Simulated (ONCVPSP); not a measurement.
**What the settings do to the ONCV potential of lutetium (Lu)**

Base potential:

ONCVPSP 4.0.1 input, shortened (lines: element, Z, core and valence counts, functional; n l f; lmax; l rc ep ncon nbas qcut; lloc lpopt rc5 dvloc0; l nproj debl; icmod fcfact rcfact), LDA (Perdew-Wang 92), scalar-relativistic:

```
  Lu 71.00    8    6  -001012      upf
    1    0    2.00
    2    0    2.00
    2    1    6.00
    3    0    2.00
    3    1    6.00
    3    2   10.00
    4    0    2.00
    4    1    6.00
    4    2   10.00
    4    3   14.00
    5    0    2.00
    5    1    6.00
    5    2    1.00
    6    0    2.00
    3
    0    1.95    0.00    4    9    5.40
    1    1.30    0.00    4    8    6.30
    2    0.70    0.00    3    7   18.80
    3    0.70    0.00    4    9   20.10
    3    5    0.70    0.00
    0    2    2.80
    1    3    1.30
    2    2    1.40
    3    0    0.80
    3    5.50    1.55
```

Cutoffs, loose and tight: the cutoffs (Ha) at which the residual kinetic energy of the hardest occupied pseudo-wave falls to 1 and 0.1 mHa per electron. They do not see the model core or the augmentation charge, which bear on the density cutoff. Test errors are all-electron minus pseudo excitation energies from the reference, over the configurations 4d10 4f14 5s2 5p6 5d1 6s1; 4d10 4f14 5s2 5p6 5d1 6s0; 4d10 4f14 5s2 5p6 5d0 6s0; 4d10 4f14 5s2 5p6 5d2 6s1. A dash means not determined; rows that change the core or the reference have their own tests. The largest error is taken over the tests solved by every variant that gives reliable tests at all: 4d10 4f14 5s2 5p6 5d1 6s0; 4d10 4f14 5s2 5p6 5d1 6s1; 4d10 4f14 5s2 5p6 5d2 6s1.

A true bound ghost makes a file unfit for plane-wave use even where its test errors are small: the radial tests pick states by their node count and pass the ghost by.

```
    change    outcome  cutoff, loose  cutoff, tight  bound ghosts  GHOST(+) flags above zero  largest test error (meV)
      base  generated         247 Ha         689 Ha          s, p                       none                      -6.9
s: rc 1.34  generated         247 Ha         689 Ha          s, p                          s                      -6.0
s: rc 1.56  generated         247 Ha         689 Ha          s, p                       none                      -6.3
s: rc 1.72  generated         247 Ha         689 Ha          s, p                       none                      -6.7
s: rc 1.84  generated         247 Ha         689 Ha          s, p                       none                      -6.9
   s: rc 2  generated         247 Ha         689 Ha          s, p                       none                      -7.0
s: rc 2.16  generated         247 Ha         689 Ha          s, p                       none                      -7.1
s: rc 2.34  generated         247 Ha         689 Ha          s, p                       none                      -7.1
s: rc 2.48  generated         247 Ha         689 Ha          s, p                       none                      -7.1
 s: rc 2.7  generated         247 Ha         689 Ha          s, p                       none                      -7.3
s: rc 2.86  generated         247 Ha         689 Ha          s, p                       none                      -7.6
```

Reading the sweep of the s radius (base included, trends over the rows without a ghost): Bound ghosts are found at 1.34, 1.56, 1.72, 1.84, 1.95, 2, 2.16, 2.34, 2.48, 2.7, 2.86 bohr. Every judged row has one, so this setting neither creates nor removes them.
